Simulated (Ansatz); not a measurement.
Ansatz (a quantum-chemistry and plane-wave program) input (B3LYP-D3(BJ)/def2-TZVP):

Ansatz 0.2 input:
```yaml
crystal:
  periodic: [false, false, false]
  atoms:
    - {symbol: Ir, position_ang: [-0.00000000, -0.00000000, -0.01998718]}
    - {symbol: H, position_ang: [0.00000000, 0.00000000, 1.53901255]}
basis:
  gaussian:
    orbitals: def2-TZVP
hamiltonian:
  xc: b3lyp
  dispersion: d3bj
magnetization: {spin_polarized: true, initial_magnetization: 2}
phonons: {temperatures: {t_min: 298.15, t_max: 298.15, t_step: 100}}
```

Output:

```
Functional definition: B3LYP
integrals: 0.01 GiB planned
467 factors; integrals over basis functions are off by at most 2.5e-4 eV
mean field: 0.13 GiB planned
mean field evaluation 1: about -2852.6105 eV, gradient 2.1e1 eV
mean field evaluation 2: about -2850.3849 eV, gradient 3.3e1 eV
mean field evaluation 4: about -2854.5253 eV, gradient 1.7e0 eV
mean field evaluation 8: about -2854.5464 eV, gradient 4.4e-2 eV
mean field evaluation 16: about -2854.5465 eV, gradient 4.8e-4 eV
mean field evaluation 32: about -2854.2245 eV, gradient 5.8e0 eV
mean field -2854.54646362 eV, -104.9026476571 hartree, gradient 8.2e-6 eV, S^2 2.004080; 2 other end points of the search recorded, 0 dependent functions left out
the calculation of the forces begins
reference -2854.54664165 eV, -104.9026541993 hartree; 10, 8 occupied and 36, 38 virtual orbitals, 467 factors
these checks for a lower state are left out or cut short: stability, starts, cluster_reference, orbital_swaps, neighbouring_geometries, increment
integrals: 0.01 GiB planned
467 factors; integrals over basis functions are off by at most 2.5e-4 eV
mean field: 0.13 GiB planned
mean field -2854.54646361 eV, -104.9026476567 hartree, gradient 1.2e-6 eV, S^2 2.004080; 0 other end points of the search recorded, 0 dependent functions left out
the calculation of the forces begins
reference -2854.54664164 eV, -104.9026541989 hartree; 10, 8 occupied and 36, 38 virtual orbitals, 467 factors
these checks for a lower state are left out or cut short: stability, starts, cluster_reference, orbital_swaps, neighbouring_geometries, increment
integrals: 0.01 GiB planned
467 factors; integrals over basis functions are off by at most 2.5e-4 eV
mean field: 0.13 GiB planned
mean field -2854.54646361 eV, -104.9026476567 hartree, gradient 1.2e-6 eV, S^2 2.004080; 0 other end points of the search recorded, 0 dependent functions left out
the calculation of the forces begins
reference -2854.54664164 eV, -104.9026541989 hartree; 10, 8 occupied and 36, 38 virtual orbitals, 467 factors
these checks for a lower state are left out or cut short: stability, starts, cluster_reference, orbital_swaps, neighbouring_geometries, increment
integrals: 0.01 GiB planned
467 factors; integrals over basis functions are off by at most 2.5e-4 eV
mean field: 0.13 GiB planned
mean field -2854.54646361 eV, -104.9026476567 hartree, gradient 1.2e-6 eV, S^2 2.004080; 0 other end points of the search recorded, 0 dependent functions left out
the calculation of the forces begins
reference -2854.54664164 eV, -104.9026541989 hartree; 10, 8 occupied and 36, 38 virtual orbitals, 467 factors
these checks for a lower state are left out or cut short: stability, starts, cluster_reference, orbital_swaps, neighbouring_geometries, increment
integrals: 0.01 GiB planned
467 factors; integrals over basis functions are off by at most 2.5e-4 eV
mean field: 0.13 GiB planned
mean field -2854.54646361 eV, -104.9026476567 hartree, gradient 1.2e-6 eV, S^2 2.004080; 0 other end points of the search recorded, 0 dependent functions left out
the calculation of the forces begins
reference -2854.54664164 eV, -104.9026541989 hartree; 10, 8 occupied and 36, 38 virtual orbitals, 467 factors
these checks for a lower state are left out or cut short: stability, starts, cluster_reference, orbital_swaps, neighbouring_geometries, increment
integrals: 0.01 GiB planned
467 factors; integrals over basis functions are off by at most 2.5e-4 eV
mean field: 0.13 GiB planned
mean field evaluation 64: about -2854.5464 eV, gradient 7.3e-2 eV
mean field -2854.54641793 eV, -104.9026459779 hartree, gradient 2.2e-6 eV, S^2 2.004045; 0 other end points of the search recorded, 0 dependent functions left out
the calculation of the forces begins
reference -2854.54659595 eV, -104.9026525198 hartree; 10, 8 occupied and 36, 38 virtual orbitals, 467 factors
these checks for a lower state are left out or cut short: stability, starts, cluster_reference, orbital_swaps, neighbouring_geometries, increment
integrals: 0.01 GiB planned
467 factors; integrals over basis functions are off by at most 2.5e-4 eV
mean field: 0.13 GiB planned
mean field -2854.54638931 eV, -104.9026449262 hartree, gradient 2.2e-6 eV, S^2 2.004114; 0 other end points of the search recorded, 0 dependent functions left out
the calculation of the forces begins
reference -2854.54656734 eV, -104.9026514687 hartree; 10, 8 occupied and 36, 38 virtual orbitals, 467 factors
these checks for a lower state are left out or cut short: stability, starts, cluster_reference, orbital_swaps, neighbouring_geometries, increment
integrals: 0.01 GiB planned
467 factors; integrals over basis functions are off by at most 2.5e-4 eV
mean field: 0.13 GiB planned
mean field -2854.54646361 eV, -104.9026476567 hartree, gradient 1.2e-6 eV, S^2 2.004080; 0 other end points of the search recorded, 0 dependent functions left out
the calculation of the forces begins
reference -2854.54664164 eV, -104.9026541989 hartree; 10, 8 occupied and 36, 38 virtual orbitals, 467 factors
these checks for a lower state are left out or cut short: stability, starts, cluster_reference, orbital_swaps, neighbouring_geometries, increment
integrals: 0.01 GiB planned
467 factors; integrals over basis functions are off by at most 2.5e-4 eV
mean field: 0.13 GiB planned
mean field -2854.54646361 eV, -104.9026476567 hartree, gradient 1.2e-6 eV, S^2 2.004080; 0 other end points of the search recorded, 0 dependent functions left out
the calculation of the forces begins
reference -2854.54664164 eV, -104.9026541989 hartree; 10, 8 occupied and 36, 38 virtual orbitals, 467 factors
these checks for a lower state are left out or cut short: stability, starts, cluster_reference, orbital_swaps, neighbouring_geometries, increment
integrals: 0.01 GiB planned
467 factors; integrals over basis functions are off by at most 2.5e-4 eV
mean field: 0.13 GiB planned
mean field evaluation 96: about -2854.5465 eV, gradient 2.2e-6 eV
mean field -2854.54646361 eV, -104.9026476567 hartree, gradient 1.2e-6 eV, S^2 2.004080; 0 other end points of the search recorded, 0 dependent functions left out
the calculation of the forces begins
reference -2854.54664164 eV, -104.9026541989 hartree; 10, 8 occupied and 36, 38 virtual orbitals, 467 factors
these checks for a lower state are left out or cut short: stability, starts, cluster_reference, orbital_swaps, neighbouring_geometries, increment
integrals: 0.01 GiB planned
467 factors; integrals over basis functions are off by at most 2.5e-4 eV
mean field: 0.13 GiB planned
mean field -2854.54646361 eV, -104.9026476567 hartree, gradient 1.2e-6 eV, S^2 2.004080; 0 other end points of the search recorded, 0 dependent functions left out
the calculation of the forces begins
reference -2854.54664164 eV, -104.9026541989 hartree; 10, 8 occupied and 36, 38 virtual orbitals, 467 factors
these checks for a lower state are left out or cut short: stability, starts, cluster_reference, orbital_swaps, neighbouring_geometries, increment
integrals: 0.01 GiB planned
467 factors; integrals over basis functions are off by at most 2.5e-4 eV
mean field: 0.13 GiB planned
mean field -2854.54638931 eV, -104.9026449262 hartree, gradient 2.2e-6 eV, S^2 2.004114; 0 other end points of the search recorded, 0 dependent functions left out
the calculation of the forces begins
reference -2854.54656734 eV, -104.9026514687 hartree; 10, 8 occupied and 36, 38 virtual orbitals, 467 factors
these checks for a lower state are left out or cut short: stability, starts, cluster_reference, orbital_swaps, neighbouring_geometries, increment
integrals: 0.01 GiB planned
467 factors; integrals over basis functions are off by at most 2.5e-4 eV
mean field: 0.13 GiB planned
mean field -2854.54641793 eV, -104.9026459779 hartree, gradient 2.2e-6 eV, S^2 2.004045; 0 other end points of the search recorded, 0 dependent functions left out
the calculation of the forces begins
reference -2854.54659595 eV, -104.9026525198 hartree; 10, 8 occupied and 36, 38 virtual orbitals, 467 factors
Total energy: -2854.57159678 eV, -104.9035712835 hartree
Atom 0 at    -0.000000    -0.000000    -0.019987 Å, force    -0.000000    -0.000000     0.000025 eV/Å
Atom 1 at     0.000000     0.000000     1.539013 Å, force     0.000000     0.000000    -0.000025 eV/Å
Dipole moment:    -0.000000    -0.000000    -0.285668 e Å
Vibrations: 2281.99 cm⁻¹, zero-point energy 0.141465 eV
```

The spin state was set by rule; other spins were not relaxed.
